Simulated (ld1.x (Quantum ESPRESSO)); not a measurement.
## Ga (Z = 31), TM: configuration errors across variants

| Property | Result |
| --- | --- |
| Element | Ga (Z = 31) |
| Generator | ld1.x (Quantum ESPRESSO) 7.5 |
| Type | norm-conserving Troullier–Martins (Kleinman–Bylander form) |
| Functional | PBE |
| Relativity | scalar-relativistic |
| Frozen core | [Ar] 3d10 |
| Valence charge | 3 |
| Reference configuration | 4s1 4p2 |
| Partial waves | 4s (bound): rc 1.70 bohr; 4p (bound): rc 2.25 bohr |
| Local potential | the p channel |
| Core correction | Bessel-smoothed model core inside 0.80 bohr |

All-electron excitation energies from the reference (eV): (1) 4s2 4p1 -6.538; (2) 4s2 4p0 -0.850; (3) 4s1 4p0 20.278; (4) 4s1 4p1 6.523; (5) 4s2 4p0.5 -4.507; (6) 4s0 4p3 6.833; (7) 4s2 4p1.3 -7.072.

3 further variants failed, have other tests or another functional or relativity, and are left out.

A true bound ghost makes a file unfit for plane-wave use even where its test errors are small: the radial tests pick states by their node count and pass the ghost by.

Errors AE − PS in meV (a dash: test not solved or not reliable):

```csv
change,(1),(2),(3),(4),(5),(6),(7),bound ghosts
base,-19,-7.2,-97,-11,-12,-18,-21,s
core correction Bessel-smoothed model core inside 0.70 bohr,-19,-7.2,-97,-11,-12,-18,-21,s
wave 4p (bound): rc 2.25 bohr becomes 4p (bound): rc 2.92 bohr,-13,-0.9,-108,-10,-5.9,-10,-15,s
local potential the s channel,-17,-7.1,-88,-10,-11,-18,-18,none
wave 4s (bound): rc 1.70 bohr becomes 4s (bound): rc 1.48 bohr,-20,-8.4,-97,-11,-13,-19,-22,s
"all radii but the core radius scaled by about 1.22 (s 2.08, p 2.74 bohr)",-17,-6.0,-102,-10,-11,-16,-19,none
core correction Bessel-smoothed model core inside 1.32 bohr,-19,-7.1,-97,-11,-12,-18,-21,s
wave 4s (bound): rc 1.70 bohr becomes 4s (bound): rc 1.68 bohr,-19,-7.2,-97,-11,-12,-18,-21,s
"all radii but the core radius scaled by about 1.22 (s 2.06, p 2.74 bohr)",-16,-4.9,-103,-10,-9.9,-15,-18,none
```

Q: Give the same row for: wave 4s (bound): rc 1.70 bohr becomes 4s (bound): rc 2.16 bohr.

A: -23, -13, -96, -11, -17, -23, -25; bound ghosts: none.
